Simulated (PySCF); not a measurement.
## Diatomics of H with the chalcogens

PBE0 with triple-zeta basis sets in PySCF, for the lowest determinant that a PBE0 search found; no spin–orbit coupling. De refers to high-spin ground-configuration atoms. A positive dipole means M(−)H(+).

| M | basis | state (unpaired electrons) | Re (Å) | ωe (cm⁻¹) | De (eV) | μ (D) |
| --- | --- | --- | --- | --- | --- | --- |
| O | x2c-TZVPPall | doublet (π ↑) | 0.971 | 3766 | 4.55 | 1.70 |
| Se | x2c-TZVPPall | doublet (π ↑) | 1.468 | 2429 | 3.33 | 0.53 |
| Te | x2c-TZVPPall | doublet (π ↑) | 1.660 | 2154 | 2.92 | 0.17 |

**Question.** The row for M = S is missing. Estimate Re, ωe and De as the mean of the rows for O and Se, and compare with the calculation.

**Answer.** The means are 1.220 Å, 3098 cm⁻¹ and 3.94 eV. PBE0 in x2c-TZVPPall gives SH as a doublet (π ↑) with Re = 1.345 Å, ωe = 2702 cm⁻¹, De = 3.75 eV, so the estimate is off by -12.6 pm, +15 % and +0.19 eV.

Spin–orbit coupling is left out, which matters for elements this heavy, above all for dissociation energies. States were picked by a PBE0 search and need not be the measured ground states.
